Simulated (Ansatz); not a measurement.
```yaml
crystal:
  periodic: [false, false, false]
  atoms:
    - {symbol: N, position_ang: [0.536097, 0.827564, -1.348184]}
    - {symbol: Si, position_ang: [0.093266, -0.343603, -0.226429]}
    - {symbol: I, position_ang: [1.122679, -2.428030, -0.896127]}
    - {symbol: C, position_ang: [-0.466751, -0.110227, 1.463236]}
    - {symbol: O, position_ang: [-1.443754, -0.350670, 0.335869]}
    - {symbol: H, position_ang: [0.109118, 1.737783, -1.381867]}
    - {symbol: H, position_ang: [1.217179, 0.663227, -2.067554]}
    - {symbol: H, position_ang: [-0.602692, 0.873101, 1.909469]}
    - {symbol: H, position_ang: [-0.476642, -0.915444, 2.194488]}
basis:
  gaussian: {orbitals: def2-TZVPPP}
magnetization: {spin_polarized: true, initial_magnetization: 0}
hamiltonian: {xc: {name: r2SCAN50}}
scf: {lower_state_search: light}
output: {forces: true}
```

```sh
$ ansatz run in.yaml --threads 4 --pin off --events-out ev --progress --plain --max-ram 10444MiB
```

Problem. How does Ansatz answer? (Estimate.)

Solution. Computed: The input was rejected before any iteration.
```
Error: <dir> can't be read: No such file or directory (os error 2)
```
